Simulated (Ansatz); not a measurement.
GeH4O2Si (`O[SiH]1[O][GeH2]1`), relaxed with RKS PBE0-D4/def2-TZVP in Ansatz 0.2.0 from a PBE-D4/def2-SVP geometry. The force threshold is 0.005 eV/Å; the program also tests the step.

Total charge 0; spin multiplicity 1.

Start:

```xyz
8

O     0.827    1.245    1.431
Si    0.728    0.291    0.068
O     0.259   -1.282    0.334
Ge   -1.262   -0.577   -0.684
H     1.479    1.967    1.392
H     1.910    0.559   -0.821
H    -1.428   -1.474   -1.946
H    -2.514   -0.729    0.226
```

How much energy does the relaxation release, and in how many steps? (Estimate.)

Computed: 0.08 eV, in 8 steps.

Which bonds change most? (Estimate.)

Computed: O3–Ge4 from 1.961 to 1.915 Å; Si2–O3 from 1.663 to 1.625 Å; O1–Si2 from 1.666 to 1.630 Å; Si2–Ge4 from 2.297 to 2.265 Å.

Give the relaxed structure. (Best estimate.)

Computed: 
```xyz
8

O     0.819    1.240    1.393
Si    0.708    0.293    0.071
O     0.254   -1.246    0.326
Ge   -1.245   -0.586   -0.666
H     1.478    1.936    1.387
H     1.881    0.543   -0.804
H    -1.404   -1.449   -1.931
H    -2.490   -0.730    0.224
```
